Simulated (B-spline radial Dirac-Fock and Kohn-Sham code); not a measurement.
## Total conversion coefficients of V against transition energy

These are calculated numbers from a radial atomic solver; the model is a Dirac-Hartree-Slater potential of the neutral atom with a Latter tail (no hole, which puts coefficients of high multipoles low close above an edge), finite nucleus with surface currents. Subshells within 1 keV of threshold and pair formation are left out.

```tsv
energy (keV)	E1	E3	E5	M1	M2	M5
10.4	27.1	187000	3.46e+09	13.6	1270	7.76e+08
10.7	25.0	161000	2.77e+09	12.5	1130	6.28e+08
14.5	10.6	33800	2.64e+08	5.09	337	7.07e+07
17.6	6.10	13200	6.03e+07	2.88	157	1.86e+07
20	4.20	7160	2.31e+07	1.98	94.9	7.84e+06
31.7	1.08	833	819000	0.524	16.0	376000
37.6	0.644	377	249000	0.323	8.34	124000
50	0.271	99.9	35900	0.145	2.87	20000
100	0.0319	3.85	377	0.0224	0.236	263
104	0.0282	3.20	293	0.0202	0.206	207
123	0.0168	1.46	100	0.0131	0.115	75.3
132	0.0135	1.05	63.8	0.0109	0.0906	49.5
185	0.00479	0.218	7.69	0.00465	0.0294	6.93
200	0.00378	0.153	4.76	0.00383	0.0228	4.45
210	0.00326	0.122	3.53	0.00340	0.0195	3.38
272	0.00151	0.0382	0.749	0.00182	0.00862	0.819
301	0.00113	0.0245	0.415	0.00143	0.00631	0.478
304	0.00110	0.0235	0.392	0.00140	0.00612	0.454
357	0.000697	0.0118	0.157	0.000962	0.00378	0.198
445	0.000384	0.00478	0.0476	0.000584	0.00199	0.0664
448	0.000377	0.00466	0.0459	0.000575	0.00195	0.0642
500	0.000284	0.00303	0.0260	0.000451	0.00143	0.0381
592	0.000187	0.00161	0.0113	0.000312	0.000901	0.0176
1000	6.04e-05	0.000291	0.00118	0.000107	0.000236	0.00201
1050	5.50e-05	0.000253	0.000983	9.69e-05	0.000210	0.00167
1070	5.31e-05	0.000240	0.000916	9.34e-05	0.000201	0.00156
1370	3.42e-05	0.000125	0.000388	5.86e-05	0.000114	0.000649
2000	1.89e-05	5.19e-05	0.000125	3.00e-05	5.07e-05	0.000196
2020	1.86e-05	5.08e-05	0.000122	2.95e-05	4.97e-05	0.000190
```

Task: How fast do they fall between 1370 and 2020 keV?

Result: As powers of the energy: E1 E^-1.57, E3 E^-2.31, E5 E^-2.99, M1 E^-1.77, M2 E^-2.13, M5 E^-3.16. Within one type (E or M) the higher multipoles fall faster.
